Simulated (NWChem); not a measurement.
Species: hydrogen bromide (HBr); SMILES Br

```xyz
2

Br     0.0000     0.0000     0.0493
H      0.0000     0.0000    -1.3730
```
Atoms are numbered in this order, from 1.

Coordinates come from a PBE0/def2-SVP optimisation.

 States above −ε(HOMO) = 7.6 eV lie in this functional's continuum and hang on the basis.

Question: List the 6 lowest vertical singlet excitations and the 6 lowest triplet ones from LDA (Slater exchange, VWN5)/def2-SVPD, TDA (NWChem).

Answer: 
```json
[
 {"state": "S1", "energy (eV)": "6.47", "oscillator strength": "0.021", "leading excitation (squared amplitude)": "HOMO → LUMO (0.99)"},
 {"state": "S2", "energy (eV)": "6.47", "oscillator strength": "0.021", "leading excitation (squared amplitude)": "HOMO−1 → LUMO (0.99)"},
 {"state": "S3", "energy (eV)": "8.55", "oscillator strength": "0.133", "leading excitation (squared amplitude)": "HOMO → LUMO+1 (0.94)"},
 {"state": "S4", "energy (eV)": "8.55", "oscillator strength": "0.133", "leading excitation (squared amplitude)": "HOMO−1 → LUMO+1 (0.94)"},
 {"state": "S5", "energy (eV)": "8.81", "oscillator strength": "0.049", "leading excitation (squared amplitude)": "HOMO → LUMO+2 (0.96)"},
 {"state": "S6", "energy (eV)": "8.81", "oscillator strength": "0.049", "leading excitation (squared amplitude)": "HOMO−1 → LUMO+2 (0.96)"},
 {"state": "T1", "energy (eV)": "5.96", "oscillator strength": "spin-forbidden", "leading excitation (squared amplitude)": "HOMO → LUMO (1.00)"},
 {"state": "T2", "energy (eV)": "5.96", "oscillator strength": "spin-forbidden", "leading excitation (squared amplitude)": "HOMO−1 → LUMO (1.00)"},
 {"state": "T3", "energy (eV)": "8.16", "oscillator strength": "spin-forbidden", "leading excitation (squared amplitude)": "HOMO → LUMO+1 (0.99)"},
 {"state": "T4", "energy (eV)": "8.16", "oscillator strength": "spin-forbidden", "leading excitation (squared amplitude)": "HOMO−1 → LUMO+1 (0.99)"},
 {"state": "T5", "energy (eV)": "8.77", "oscillator strength": "spin-forbidden", "leading excitation (squared amplitude)": "HOMO → LUMO+2 (1.00)"},
 {"state": "T6", "energy (eV)": "8.77", "oscillator strength": "spin-forbidden", "leading excitation (squared amplitude)": "HOMO−1 → LUMO+2 (1.00)"}
]
```
